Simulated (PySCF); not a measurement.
C2H8FNSi2, SMILES C=C[Si@@H](F)N[SiH3]. Atoms are numbered in the order given.

```xyz
14

C      2.0754    -0.1066     1.2152
C      1.8335     0.3154    -0.0340
Si     0.1777     0.9558    -0.5878
F      0.0158     0.5088    -2.1526
N     -1.0847     0.3101     0.3961
Si    -1.3804    -1.3552     0.8563
H      1.2940    -0.1083     1.9837
H      3.0602    -0.4697     1.5301
H      2.6580     0.2971    -0.7592
H      0.0563     2.4361    -0.5713
H     -1.8328     0.9646     0.6161
H     -1.1341    -1.5916     2.3113
H     -0.4662    -2.2240     0.0694
H     -2.8006    -1.7158     0.5746
```
Charge 0, spin multiplicity 1.

Geometry: B3LYP-D3(BJ)/def2-SVP. The structure was generated by enumeration; whether it is a known compound was not checked. Other conformers were not sampled.

Level of theory: HF/pcSseg-1 (PySCF).

GIAO shieldings, no solvent; atoms listed in one row are averaged. δ = σ(ref) − σ: ¹³C against TMS (σ = 192.6 ppm); ²⁹Si against TMS (σ = 393.8 ppm); ¹⁹F against CFCl3 (σ = 238.5 ppm); ¹⁵N against NH3 (σ = 267.3 ppm); ¹H against TMS (σ = 31.99 ppm), references at their B3LYP-D3(BJ)/def2-TZVP geometries, non-relativistic.

Computed chemical shifts:
```json
[
 {"nucleus": "¹³C", "atoms": "C1", "count": "1", "δ (ppm)": "151.2"},
 {"nucleus": "¹³C", "atoms": "C2", "count": "1", "δ (ppm)": "141.7"},
 {"nucleus": "²⁹Si", "atoms": "Si3", "count": "1", "δ (ppm)": "-24.2"},
 {"nucleus": "²⁹Si", "atoms": "Si6", "count": "1", "δ (ppm)": "-53.6"},
 {"nucleus": "¹⁹F", "atoms": "F4", "count": "1", "δ (ppm)": "-125.3"},
 {"nucleus": "¹⁵N", "atoms": "N5", "count": "1", "δ (ppm)": "14.3"},
 {"nucleus": "¹H", "atoms": "H8", "count": "1", "δ (ppm)": "6.84"},
 {"nucleus": "¹H", "atoms": "H7", "count": "1", "δ (ppm)": "6.67"},
 {"nucleus": "¹H", "atoms": "H9", "count": "1", "δ (ppm)": "6.50"},
 {"nucleus": "¹H", "atoms": "H10", "count": "1", "δ (ppm)": "4.68"},
 {"nucleus": "¹H", "atoms": "H12, H13, H14", "count": "3", "δ (ppm)": "4.52"},
 {"nucleus": "¹H", "atoms": "H11", "count": "1", "δ (ppm)": "0.89"}
]
```
